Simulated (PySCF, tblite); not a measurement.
Compound: C₅H₈Cl₂Si.
Cartesian coordinates in Å at the GFN2-xTB level; atoms count from 1:
```xyz
16
C5H8Cl2Si angstrom
C      3.4076   -0.3767   -0.2690
C      2.0157   -0.1905    0.0599
C      0.8526   -0.0250    0.3342
Si    -0.9306    0.1825    0.7388
C     -1.5883    1.6900   -0.2376
Cl    -3.2817    1.9986    0.2427
C     -1.8903   -1.3537    0.1190
Cl    -1.5032   -1.6390   -1.6015
H      3.9454    0.5640   -0.1545
H      3.5020   -0.7169   -1.2996
H      3.8484   -1.1222    0.3921
H     -1.1788    0.3590    2.1722
H     -1.0320    2.5997   -0.0282
H     -1.5908    1.5249   -1.3124
H     -1.6151   -2.2586    0.6538
H     -2.9683   -1.2270    0.1786
```

Level of theory: B3LYP/def2-SVPD in PySCF (dipole) on a GFN2-xTB geometry, gas phase.

Take the most abundant isotopes and a rigid rotor. The values belong to one conformer with, in the numbering `[CH3:1][C:2]#[C:3][SiH:4]([CH2:5][Cl:6])[CH2:7][Cl:8]`, C3–Si4–C5–Cl6 -175°, C3–Si4–C7–Cl8 -52°.

Question: What are A, B and C (GHz)?

Answer: Ia = 361.08, Ib = 784.35, Ic = 1025.94 u·Å²; 505379 MHz·u·Å²/I gives 1400, 644.3 and 492.6 MHz, that is A = 1.3996, B = 0.6443, C = 0.4926 GHz.

Question: Classify the top.

Answer: An asymmetric top: κ = (2 × 644.3 − 1400 − 492.6)/(1400 − 492.6) = -0.67.

Question: Is it planar, by Δ = Ic − Ia − Ib?

Answer: Not planar: Δ = Ic − Ia − Ib = -119.49 u·Å². For a rigid frame Δ = −2 Σ m c², so Σ m c² = 59.74 u·Å² lies off the ab plane: 14.59 from hydrogen and 45.15 from heavier atoms. The atom farthest from that plane is 1.96 Å away.

Question: Give the other two planar moments, Paa and Pbb, and the rms extents of the mass along the axes.

Answer: Paa = Σ m a² = (Ib + Ic − Ia)/2 = 724.61 and Pbb = Σ m b² = (Ia + Ic − Ib)/2 = 301.33 u·Å². With the mass M = 165.98 u, the rms extents √(P/M) along a, b and c are 2.09, 1.35, 0.60 Å.

Question: Where do the levels up to J = 5 lie, in K?

Answer: Above 0(0,0), as E/k:
J = 1: 1(0,1) 0.055, 1(1,1) 0.091, 1(1,0) 0.098
J = 2: 2(0,2) 0.163, 2(1,2) 0.193, 2(1,1) 0.215, 2(2,1) 0.323, 2(2,0) 0.324
J = 3: 3(0,3) 0.323, 3(1,3) 0.345, 3(1,2) 0.388, 3(2,2) 0.487, 3(2,1) 0.492, 3(3,1) 0.687, 3(3,0) 0.687
J = 4: 4(0,4) 0.532, 4(1,4) 0.547, 4(1,3) 0.619, 4(2,3) 0.704, 4(2,2) 0.718, 4(3,2) 0.907, 4(3,1) 0.908, 4(4,1) 1.185, 4(4,0) 1.185
J = 5: 5(0,5) 0.789, 5(1,5) 0.798, 5(1,4) 0.905, 5(2,4) 0.975, 5(2,3) 1.005, 5(3,3) 1.182, 5(3,2) 1.185, 5(4,2) 1.460, 5(4,1) 1.460, 5(5,1) 1.817, 5(5,0) 1.817
The levels of one J sum to (2J + 1)J(J + 1)(A + B + C)/3.

Question: Which types of transition are allowed, and where do some lines up to J = 3 fall?

Answer: The dipole components are |μa| = 2.78 D, |μb| = 1.16 D, |μc| = 0.44 D. Intensities carry the squares of the components, which stand as 1.00 : 0.18 : 0.03 (a : b : c). Some lines, for components of 0.1 D or more:

| type | branch | J(Ka,Kc) | MHz | lower level (cm⁻¹) |
| --- | --- | --- | --- | --- |
| a | Q | 2(1,1) ← 2(1,2) | 455 | 0.134 |
| c | Q | 1(1,1) ← 1(0,1) | 755 | 0.038 |
| b | Q | 1(1,0) ← 1(0,1) | 907 | 0.038 |
| c | R | 1(1,0) ← 0(0,0) | 2044 | 0.000 |
| a | R | 2(1,2) ← 1(1,1) | 2122 | 0.063 |
| a | R | 2(0,2) ← 1(0,1) | 2253 | 0.038 |
| c | Q | 2(2,1) ← 2(1,1) | 2266 | 0.149 |
| a | R | 2(1,1) ← 1(1,0) | 2426 | 0.068 |
| b | R | 3(0,3) ← 2(1,2) | 2706 | 0.134 |
| c | Q | 3(3,1) ← 3(2,1) | 4067 | 0.342 |
| b | Q | 3(3,0) ← 3(2,1) | 4069 | 0.342 |
| b | Q | 3(3,1) ← 3(2,2) | 4168 | 0.338 |
| b | R | 2(2,0) ← 1(1,1) | 4864 | 0.063 |
| b | R | 3(2,1) ← 2(1,2) | 6233 | 0.134 |

Question: Estimate the classical rotational partition function at 10 K, 200 K and 500 K.

Answer: Point group C1, symmetry number σ = 1; q = (√π/σ)·√((kT/h)³/(ABC)), k/h = 20836.6 MHz/K: 8000 at 10 K, 715000 at 200 K, 2830000 at 500 K.

Its lowest GFN2-xTB frequency is 10i cm⁻¹, too small to tell a flat minimum from a shallow saddle. These are rigid-rotor constants of the computed structure; measured ground-state constants (B0) also hold zero-point vibration. A rigid rotor knows nothing of internal rotation, which can split or shift real lines. Quadrupole hyperfine structure (35Cl) is left out.

The run took 63 s on an Arm Neoverse V1 with one thread, shared host with 64 logical CPUs at a one-minute load of 25, and the process peaked at 1.0 GiB of memory. This is the B3LYP/def2-SVPD job that gave the dipole, with the excitations it also computed.
